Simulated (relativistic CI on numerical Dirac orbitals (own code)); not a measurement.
Electric-dipole transitions in N I

Computed by Dirac-Coulomb-Breit CI, separate exchange-only KLI orbitals for each configuration, model QED, valence Slater integrals scaled by 0.85, configuration energies shifted to the measured levels that pair with them (semi-empirical) (own radial code, finite nucleus).

Configuration list (outside the closed core 1s2): 2s2 2p3, 2s2 2p2 3s, 2s 2p4, 2s2 2p2 3p, 2s2 2p2 4s, 2s2 2p2 3d, 2p5, 2s2 2p2 4p, 2s2 2p2 4d, 2s2 2p2 4f, 2s2 2p 3s2, 2s2 2p 3s 3p. Levels of other configurations are missing.

```tsv
λ vac (Å)	Lower	Upper	A (s⁻¹)	gf	Branching (%)
1134.4	2s2 2p3 4S°_3/2 [1]	2s 2p4 4P_3/2 [12]	5.31e+08	4.10e-01	100.0
1135.1	2s2 2p3 4S°_3/2 [1]	2s 2p4 4P_5/2 [11]	5.21e+08	6.04e-01	100.0
1192.1	2s2 2p3 4S°_3/2 [1]	2s2 2p2 3s 4P_5/2 [8]	3.66e+08	4.68e-01	100.0
1192.9	2s2 2p3 4S°_3/2 [1]	2s2 2p2 3s 4P_3/2 [7]	3.58e+08	3.06e-01	100.0
7598.7	2s2 2p2 3s 4P_5/2 [8]	2s2 2p2 3p 4S°_3/2 [24]	2.29e+07	7.92e-01	47.1
8801.3	2s2 2p2 3s 2P_3/2 [10]	2s2 2p2 3p 2P°_3/2 [26]	2.79e+07	1.30e+00	84.8
8979.1	2s2 2p2 3s 4P_1/2 [6]	2s2 2p2 3p 4D°_3/2 [16]	1.28e+07	6.20e-01	45.2
8979.7	2s2 2p2 3s 4P_3/2 [7]	2s2 2p2 3p 4D°_5/2 [17]	2.08e+07	1.51e+00	73.3
8982.5	2s2 2p2 3s 4P_5/2 [8]	2s2 2p2 3p 4D°_7/2 [18]	2.76e+07	2.67e+00	97.1
8997.4	2s2 2p2 3s 4P_1/2 [6]	2s2 2p2 3p 4D°_1/2 [15]	2.37e+07	5.75e-01	83.5
9010.3	2s2 2p2 3s 4P_3/2 [7]	2s2 2p2 3p 4D°_3/2 [16]	1.38e+07	6.74e-01	48.8
9024.8	2s2 2p2 3s 4P_5/2 [8]	2s2 2p2 3p 4D°_5/2 [17]	6.83e+06	5.00e-01	24.1
9544.0	2s2 2p2 3s 2P_1/2 [9]	2s2 2p2 3p 2D°_3/2 [22]	2.36e+07	1.29e+00	85.4
9549.6	2s2 2p2 3s 2P_3/2 [10]	2s2 2p2 3p 2D°_5/2 [23]	2.77e+07	2.27e+00	100.0
10269.5	2s2 2p2 3p 4D°_3/2 [16]	2s2 2p2 3d 4F_5/2 [36]	3.07e+07	2.91e+00	75.1
10273.8	2s2 2p2 3p 4D°_5/2 [17]	2s2 2p2 3d 4F_7/2 [38]	3.46e+07	4.38e+00	85.1
10277.3	2s2 2p2 3p 4D°_7/2 [18]	2s2 2p2 3d 4F_9/2 [39]	3.89e+07	6.16e+00	100.0
11471.7	2s2 2p2 3p 4D°_7/2 [18]	2s2 2p2 4s 4P_5/2 [31]	9.46e+06	1.12e+00	11.0
12147.5	2s2 2p2 3p 2D°_3/2 [22]	2s2 2p2 3d 2F_5/2 [40]	2.61e+07	3.46e+00	17.0
12163.1	2s2 2p2 3p 2D°_5/2 [23]	2s2 2p2 3d 2F_7/2 [42]	2.50e+07	4.44e+00	17.4
```

Terms are leading LS components. Brackets give the number of a level in order of energy, since labels repeat. The list gives strong lines, with weight on those to low levels, without configurations that were not tied to measured data, without lines whose two gauges differ by over a factor of 2.5, among the lowest 104 of 179 levels, so that lines to higher ones, which can be the strongest, are missing, and without lines across small gaps between configurations, and without 95 lines that miss the measured interval by over 3.5 %, start from a term whose rates miss tabulated ones by over 60 %, have gauges far apart or, lacking measured levels, span too small a gap for the errors found; lines with a level outside our table were not tested and can miss by more. Levels whose partners in the same complex of configurations lie outside the list can be far off, and so can their lines. Rates are taken at the computed energies, electric ones in the length gauge.

Configurations whose levels could be paired with our table of measured levels were shifted onto them, all but the ground configuration, by the median error of their levels; single terms can still be off by 1,000 to 2,000 cm⁻¹ or more, and rates follow the energies as ν³ (E1, M1) or ν⁵ (E2). The others borrow a shift and can be off by several thousand cm⁻¹ or more. The fine structure of a lone outer electron comes out too small, for d and f at times inverted, and misplaced configurations move strength between like terms. 38 of the 40 excited levels that our extract of the measured tables holds in this range could be paired (the sources list more); they are missed by 249 cm⁻¹ on average and 2522 at most, after the shifts were fitted to these levels, and levels without a partner can miss by more.

LS names give the leading component of a level, which can be under half, so a name can repeat, a term be missing and a line seem to break the LS rules.
